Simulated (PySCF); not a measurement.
TiCl₄, SMILES [Cl][Ti]([Cl])([Cl])[Cl], multiplicity 1.

Geometry optimised at B3LYP-D3(BJ)/def2-SVP. The spin state was assumed, not searched. The isomer is the one that the SMILES or the coordinates give; other isomers of the formula were not compared.

Calculation: B3LYP/def2-TZVP in PySCF.

Gas-phase values at a fixed geometry.

Computed frontier levels, gap, dipole moment and polarisability:
```
Property                                                                                                        Value
---------------------------------------------------------------------------------------------  ----------------------
highest occupied level                                                                                       -9.34 eV
lowest empty level                                                                                           -4.00 eV
orbital gap                                                                                                   5.34 eV
dipole moment                                                                                                  0.00 D
quadrupole, principal values (traceless, Buckingham form, about the centre of nuclear charge)    0.00, 0.00, 0.00 D·Å
mean static polarisability                                                                      86.9 bohr³ (12.88 Å³)
polarisability, principal values                                                               86.9, 86.9, 86.9 bohr³
```
